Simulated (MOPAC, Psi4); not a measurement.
Internal rotation in SMILES c1cncc(-c2ccncc2)c1. Scanned: dihedral C4–C5–C6–C7; all other coordinates were relaxed at GFN2-xTB. Points at φ and −φ are mirror images. Heavy atoms are numbered in the order of the SMILES c1cncc(-c2ccncc2)c1, hydrogens after them in the order of the atoms that carry them; the mirror image has the same energies with the sign of each dihedral reversed.

Levels of theory: B3LYP-D3(BJ)/def2-SVP // GFN2-xTB (Psi4); PBE/def2-SVP // GFN2-xTB (Psi4); PM3, restricted, heats of formation // GFN2-xTB (MOPAC).

Energies in mEh, each method relative to its own lowest point.

```
φ / °  B3LYP-D3(BJ)/def2-SVP  PBE/def2-SVP  PM3
-----  ---------------------  ------------  ---
-165                     1.0           0.9  1.6
-150                     0.0           0.0  0.5
-135                     0.2           0.3  0.0
-120                     1.6           1.7  0.5
-105                     3.4           3.5  0.9
-90                      4.2           4.3  1.0
-75                      3.5           3.5  0.9
-60                      1.7           1.7  0.4
-45                      0.2           0.3  0.0
-30                      0.0           0.0  0.5
-15                      1.0           0.9  1.6
0                        1.6           1.5  1.6
15                       1.0           0.9  1.6
30                       0.0           0.0  0.5
45                       0.2           0.3  0.0
60                       1.7           1.7  0.4
75                       3.5           3.5  0.9
90                       4.2           4.3  1.0
105                      3.4           3.5  0.9
120                      1.6           1.7  0.5
135                      0.2           0.3  0.0
150                      0.0           0.0  0.5
165                      1.0           0.9  1.6
180                      1.6           1.5  1.6
```
